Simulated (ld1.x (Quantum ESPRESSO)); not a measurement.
## C: one change to an RRKJ potential, before and after

```json
{
 "Element": "C (Z = 6)",
 "Generator": "ld1.x (Quantum ESPRESSO) 7.5",
 "Type": "norm-conserving RRKJ (Kleinman–Bylander form)",
 "Functional": "LDA (PZ)",
 "Relativity": "scalar-relativistic",
 "Frozen core": "[He]",
 "Valence charge": "4",
 "Reference configuration": "2s2 2p2",
 "Partial waves": "2s (bound): rc 1.00 bohr; 2p (bound): rc 2.95 bohr",
 "Local potential": "the p channel",
 "Core correction": "none",
 "rho0": "0.01"
}
```

Change: all radii scaled by about 1.26 (s 1.26, p 3.72 bohr).

Cutoffs: the cutoffs (Ry, on a coarse ladder) from which the occupation-weighted sum of valence levels, in a spherical-Bessel basis at the reference potential, stays within 10 and 1 mRy of its value at 400 Ry; they do not see the model core or the augmentation charge, which bear on the density cutoff. Errors are all-electron minus pseudo energies relative to the spin-unpolarised reference configuration.

Problem. How do hardness, ghosts and transferability respond?

Solution. The potential gets softer (50 Ry and 90 Ry → 50 Ry and 70 Ry); of the 9 tests that both files solve, the error grows in 9 and shrinks in 0 by more than 15 % and 0.3 meV (median size 88.0 → 218.3 meV); neither file shows a bound ghost at the reference potential, the only one tested. A larger radius leaves more room for a smooth pseudo-wave, so fewer plane waves are needed. More of the atom is replaced by a form fitted at one configuration, so other configurations suffer.

```csv
quantity,base,changed
"cutoff, loose",50 Ry,50 Ry
"cutoff, tight",90 Ry,70 Ry
loose cutoff by channel (10 mRy a level),"s 40 Ry, p 15 Ry","s 40 Ry, p 10 Ry"
bound ghosts,none,none
"error for 2s2 2p1, meV [ΔE 10.99 eV]",+104,+258
"error for 2s2 2p0, meV [ΔE 35.25 eV]",+1034,+2055
"error for 2s1 2p0, meV [ΔE 83.22 eV]",+2111,+4001
"error for 2s0 2p4, meV [ΔE 16.52 eV]",-88,-295
"error for 2s2 2p1.5, meV [ΔE 4.03 eV]",+11,+37
"error for 2s2 2p2.3, meV [ΔE -1.20 eV]",-0.8,+1.1
"error for 2s1 2p3, meV [ΔE 8.24 eV]",-23,-75
"error for 2s2 2p2 (spin-polarised), meV [ΔE -1.13 eV]",+18,-48
"error for 2s2 2p1 (spin-polarised), meV [ΔE 10.59 eV]",+95,+218
```

Changed file: These tests converged, but a pseudo level misses the all-electron one widely, so the file describes the atom poorly there or has found another state: 2s1 2p0: empty 2p by 5.4 eV.
